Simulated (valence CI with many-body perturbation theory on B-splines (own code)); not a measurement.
## Ru VI: calculated level list

Method: configuration interaction combined with many-body perturbation theory (CI+MBPT): three valence electrons over a frozen Dirac-Fock core [Kr], radial functions for each j: 7 s, 7 p, 8 d, 6 f, 4 g, 1 h, with the one-electron correlation potential Σ1 (screened to all orders), the two-electron term Σ2, the three-electron term Σ3, Breit, model QED; selected single and double excitations, second order for the rest, scaled by the run's own slope (own B-spline code, finite nucleus).

No measured spectrum was set against this ion. As an estimate, terms of the open shell hold to 2 to 4 % of their energy, and close levels can change places; different configurations can be misplaced against each other by 1,000 to 8,000 cm⁻¹. Only levels of the ground parity were solved; by the run's estimate the other parity begins above the list, which can be wrong where configurations are misplaced.

Levels 1 to 34 of 34, with energies above the lowest level, 4d3 4F_3/2. "Leading %" is the weight of the configuration and term that name the level; weights of strongly mixed levels are sums over their largest components and can fall short, so below about 35 % the name and the second component can differ from the true leading terms, or belong to a minority configuration. Lifetimes count E1, E2, E3, M1 and M2 decay at the calculated energies, and are blank where another channel may lead or the interval is too uncertain; long ones can be off by a factor of two.

```csv
No.,Configuration,Term,J,E (eV),Leading %,Lifetime,Second component
1,4d3,4F,3/2,0.000,98,,
2,4d3,4F,5/2,0.183,99,7.34 s,
3,4d3,4F,7/2,0.403,99,4.19 s,
4,4d3,4F,9/2,0.640,96,5.40 s,
5,4d3,4P,3/2,1.746,80,2.47 s,16 % 4d3 2P
6,4d3,4P,1/2,1.760,92,10.3 s,8 % 4d3 2P
7,4d3,2G,7/2,1.961,98,459 ms,
8,4d3,4P,5/2,2.045,98,3.24 s,
9,4d3,2G,9/2,2.072,67,381 ms,30 % 4d3 2H
10,4d3,2D,3/2,2.498,52,160 ms,30 % 4d3 2P
11,4d3,2P,1/2,2.606,92,520 ms,8 % 4d3 4P
12,4d3,2H,9/2,2.707,70,426 ms,29 % 4d3 2G
13,4d3,2H,11/2,2.719,100,1.76 s,
14,4d3,2D,5/2,2.984,97,189 ms,
15,4d3,2P,3/2,3.144,53,166 ms,42 % 4d3 2D
16,4d3,2F,7/2,4.166,99,356 ms,
17,4d3,2F,5/2,4.228,98,483 ms,
18,4d3,2D,5/2,6.526,97,41.0 ms,
19,4d3,2D,3/2,6.580,99,45.7 ms,
20,4d2 5s,4F,3/2,18.785,97,43.4 μs,
21,4d2 5s,4F,5/2,18.939,95,42.3 μs,
22,4d2 5s,4F,7/2,19.186,98,41.9 μs,
23,4d2 5s,4F,9/2,19.483,98,41.5 μs,
24,4d2 5s,2F,5/2,19.966,92,28.2 μs,
25,4d2 5s,2F,7/2,20.434,95,27.5 μs,
26,4d2 5s,4P,1/2,20.623,98,31.5 μs,
27,4d2 5s,4P,5/2,20.697,60,32.2 μs,36 % 4d2 5s 2D
28,4d2 5s,4P,3/2,20.713,86,31.8 μs,12 % 4d2 5s 2D
29,4d2 5s,2D,3/2,20.988,78,33.4 μs,12 % 4d2 5s 4P
30,4d2 5s,2D,5/2,21.258,59,32.4 μs,39 % 4d2 5s 4P
31,4d2 5s,2P,1/2,21.694,98,28.8 μs,
32,4d2 5s,2G,9/2,21.704,98,31.4 μs,
33,4d2 5s,2G,7/2,21.721,97,31.6 μs,
34,4d2 5s,2P,3/2,21.977,91,28.8 μs,7 % 4d2 5s 2D
```

Names give the largest LS component (configuration and term), which can be under half, so a name can repeat, a term be missing and a line seem to break the LS rules; names also repeat where a configuration has a term twice.

The ionisation energy to 4d2 3F_2 of the next ion comes out as 76.581 eV (NIST: 76 ± 2 eV (theoretical)). All 34 levels together are meant to be complete up to 22.569 eV.
